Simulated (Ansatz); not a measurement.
Input file for Ansatz (an electronic-structure program): U-CCSD(T)/aug-cc-pVTZ on BeH2O (SMILES [BeH][OH]), a point of a bond scan (R = 1.062 Å).

Ansatz 0.2 input:
```yaml
crystal:
  periodic: [false, false, false]
  atoms:
    - {symbol: Be, position_ang: [-0.78408142, -0.35296304, 0.02982263]}
    - {symbol: H, position_ang: [-1.75305298, -0.78653310, 0.06984367]}
    - {symbol: O, position_ang: [0.51114037, 0.18521819, -0.07360318]}
    - {symbol: H, position_ang: [1.04249858, 0.82503224, 0.38968601]}
basis:
  gaussian:
    orbitals: aug-cc-pVTZ
correlation: {method: ccsd_t, electrons: outside_noble_gas}
scf: {omitted_lower_state_checks: [cluster_reference]}
magnetization: {spin_polarized: true, initial_magnetization: 0}
```

Output:

```
WARN ansatz: RAYON_NUM_THREADS=1 ignored (pool sized by the plan → 1); use --threads N
Functional definition: HF
these checks for a lower state are left out or cut short: cluster_reference
integrals: 0.45 GiB planned
811 factors; integrals over basis functions are off by at most 8.9e-4 eV
mean field: 0.31 GiB planned
mean field evaluation 1: about -2465.6619 eV, gradient 2.8e1 eV
mean field evaluation 2: about -2465.6621 eV, gradient 2.8e1 eV
mean field evaluation 4: about -2468.6497 eV, gradient 1.5e0 eV
mean field evaluation 8: about -2468.6704 eV, gradient 5.4e-4 eV
mean field -2468.67043003 eV, -90.7219649787 hartree, gradient 1.0e-6 eV, S^2 0.000000; 0 other end points of the search recorded, 0 dependent functions left out
2 core orbitals not correlated
reference -2468.67043003 eV, -90.7219649787 hartree; 5, 5 occupied and 131, 131 virtual orbitals, 811 factors
second order -8.33407234 eV of doubles, -0.00000000 eV of singles
coupled cluster: 1.12 GiB planned
cycle   1  -8.32891340 eV  change    5.2e-3 eV  update   6.4e-2
cycle   2  -8.51893440 eV  change   -1.9e-1 eV  update   1.9e-2
cycle   3  -8.57352607 eV  change   -5.5e-2 eV  update   1.0e-2
cycle   4  -8.56876924 eV  change    4.8e-3 eV  update   2.3e-3
cycle   5  -8.56787446 eV  change    8.9e-4 eV  update   1.1e-3
cycle   6  -8.56808314 eV  change   -2.1e-4 eV  update   2.7e-4
cycle   7  -8.56801973 eV  change    6.3e-5 eV  update   9.8e-5
cycle   8  -8.56801019 eV  change    9.5e-6 eV  update   2.5e-5
cycle   9  -8.56801485 eV  change   -4.7e-6 eV  update   8.5e-6
perturbative correction -0.28207746 eV, -0.0103661555 hartree
Total energy: -2477.52052234 eV, -91.0471998723 hartree
Checks for a lower state left out: cluster_reference
```

The run converged.

Cost: roughly 13 core-seconds.
